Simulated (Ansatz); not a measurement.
Reaction (isomerisation): `C[SiH2]O[SiH2]Cl` → `C[Si](O)([SiH3])Cl`

Program: Ansatz. Geometries: PBE0-D4/def2-TZVP. ΔE: electronic, gas phase. CCSD(T)/CBS adds triple-zeta CCSD(T) − MP2 to the extrapolated MP2 energy (def2 sets, frozen cores). Functionals use def2-TZVPP. Each species was taken in one conformer, which may not be the lowest.

Q: Is it downhill or uphill in electronic energy at CCSD(T)/CBS, and by how much? (Best estimate.)

A: Computed: Uphill: ΔE = +25.6 kcal/mol.

Q: What do these levels give: PBE-D4, revPBE-D4, BLYP, CAM-B3LYP, LC-ωPBE, CCSD(T)/def2-TZVPP? (An estimate is asked.)

A: Computed: PBE-D4 18.8, revPBE-D4 18.8, BLYP 24.1, CAM-B3LYP 27.1, LC-ωPBE 23.3, CCSD(T)/def2-TZVPP 25.6 kcal/mol.

Largest T1 diagnostic among the species: 0.011.

From BLYP to BHLYP (50 % exact exchange), in def2-TZVPP and without D4, ΔE moves by +4.6 kcal/mol. In def2-TZVPP, CCSD(T) changes the Hartree–Fock value by −6.9 kcal/mol (the triples alone add −1.0 kcal/mol) and MP2 by −5.4 kcal/mol.
